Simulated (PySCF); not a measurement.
Precursor series Ta F-OH. Isolated molecules, 0 K electronic values unless said otherwise. One relaxed conformer stands for each flexible species; it need not be the lowest.

The HOMO from two functionals at the same geometries (r2SCAN-D4/def2-SVP), both in PySCF: PBE-D3(BJ)/def2-TZVP and TPSSh-D3(BJ)/def2-TZVP. 

| species | TPSSh-D3(BJ)/def2-TZVP (eV) |
|---|---|
| 1 of 5 F replaced by OH ([Ta(F)4(OH)]) | -9.65 |
| 2 of 5 F replaced by OH ([Ta(F)3(OH)2]) | -9.24 |
| 3 of 5 F replaced by OH | -8.64 |
| 4 of 5 F replaced by OH ([Ta(F)(OH)4]) | -8.31 |
| 5 of 5 F replaced by OH | -7.63 |

### Question
What does PBE-D3(BJ)/def2-TZVP give for each?

### Answer

- 1 of 5 F replaced by OH ([Ta(F)4(OH)]): -8.82
- 2 of 5 F replaced by OH ([Ta(F)3(OH)2]): -8.43
- 3 of 5 F replaced by OH: -7.85
- 4 of 5 F replaced by OH ([Ta(F)(OH)4]): -7.52
- 5 of 5 F replaced by OH: -6.89
Over these rows, drawn at random from the members with no instability flagged (it was tested for open shells, ions and some series alone), PBE minus TPSSh-D3(BJ): mean +0.79 eV, from +0.75 eV to +0.83 eV.
